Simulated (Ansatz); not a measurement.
Basis-set series for `[NH2][SnH]([OH])[SH]`. The species carries charge 0 and has multiplicity 1. Sn: def2 effective core potential. All single points use the PBE0-D4/def2-TZVP geometry. It is one conformer, not always the lowest.

```tsv
functional	basis	functions	energy (Eh)	HOMO (eV)	LUMO (eV)
PBE0-D4	def2-TZVPP	224	-745.32678	-7.48	-0.70
PBE0-D4	def2-QZVPP	416	-745.34990	-7.52	-0.83
ωB97M-V	def2-TZVPP	224	-745.48028	-9.72	1.15
ωB97M-V	def2-QZVPP	416	-745.50251	-9.77	0.85
```

**Question.** Give the rows for def2-SVP. (Best estimate.)

**Answer.** Computed: 
```json
{"functional": "PBE0-D4", "basis": "def2-SVP", "functions": "97", "energy (Eh)": "-745.00139", "HOMO (eV)": "-7.25", "LUMO (eV)": "-0.36"}
{"functional": "ωB97M-V", "basis": "def2-SVP", "functions": "97", "energy (Eh)": "-745.15005", "HOMO (eV)": "-9.48", "LUMO (eV)": "1.66"}
```

Positive LUMOs are unbound and depend on the basis.
